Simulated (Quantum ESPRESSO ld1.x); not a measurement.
Values are calculated unless marked as measured or tabulated.
Question: These are the eigenvalues of the occupied orbitals of an atom or ion with whole-number occupations (hartree). Level of theory: Dirac Kohn-Sham, PBE, spin-unpolarised, spherical densities, point nucleus (ld1.x of Quantum ESPRESSO 7.5).

orbital  eigenvalue
1s1/2      -3124.54
2s1/2      -613.102
2p1/2      -591.151
2p3/2      -519.518
3s1/2      -198.661
3p1/2      -188.999
3p3/2      -172.700
3d3/2      -157.065
3d5/2      -153.547
4s1/2      -90.3761
4p1/2      -86.1749
4p3/2      -81.0266
4d3/2      -74.3771
4d5/2      -73.2808

Which element is it, and in what charge state? The configuration may be excited. Open shells, if any, are shared by 2j + 1.

Answer: Z = 80, mercury, charge +42: Hg42+ in [Kr] 4d2. The list shows which subshells hold electrons but not how many an open one holds; the 1s level, -3124.5 hartree, gives Z - s = 79.1 by -(Z - s)^2/2, which with screening and relativity narrows Z to a few neighbours, and the depths of the outer levels then fix element, charge and occupations together.
